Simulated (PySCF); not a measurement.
Input for PySCF: R-B3LYP/6-31G* on CH4Si (SMILES C[SiH]), a point of a bond scan (R = 2.507 Å).

```python
from pyscf import gto, scf, dft, mp
from pyscf.data.elements import chemcore

mol = gto.M(
    atom='''
    Si   -0.44283511   -0.33733196    0.51775234
    H    -1.42990117   -0.70043934   -0.59087342
    C     0.77076815    0.54410571   -0.65073574
    H     2.78634194    1.47445318    0.51378722
    H     0.25620507    1.35865472   -1.17489853
    H     1.10167411   -0.14880677   -1.43392500
    ''',
    basis='6-31g*',
    cart=True,
    charge=0, spin=0, verbose=3, max_memory=1800)
mf = dft.RKS(mol, xc='b3lyp')
mf.conv_tol = 1e-8
mf.max_cycle = 100
mf.kernel()
if not mf.converged:
    mf = mf.newton().run(mf.mo_coeff, mf.mo_occ)
```

It printed:

```
converged SCF energy = -329.756259640066
```

The calculation finished and met its thresholds.

Cost: around 4 core-seconds (rough).
